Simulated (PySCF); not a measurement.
Computed IR spectrum (relative IR intensity) of a molecule C3H4FNSi. Coordinates come from a ωB97X-D3(BJ)/def2-SVP optimisation. Other conformers were not sampled. Calculation: ωB97X-D3(BJ)/def2-SVP (PySCF). Frequencies are harmonic and unscaled.

Lines under 2 % of the strongest are left out, and lines within 2 cm⁻¹ are merged.

ν (cm⁻¹): 230 (vw), 407 (w), 453 (vw), 525 (m), 666 (w), 722 (m), 750 (w), 770 (m), 852 (w), 884 (m), 942 (vs), 961 (s), 985 (w), 1093 (w), 1321 (w), 1371 (w), 1643 (m), 1731 (m), 2320 (s), 3107 (m), 3203 (w) (against the strongest line: vs over 80 %, s over 45 %, m over 15 %, w over 4 %, vw less)

Q: Identify the compound among the candidates.
(A) C#C/C=N/[SiH2]F
(B) F[Si@H]1C=CC=N1
(C) FC1=CN=C[SiH2]1
(D) F[Si@@H]1C=CN=C1

A: B, F[Si@H]1C=CC=N1
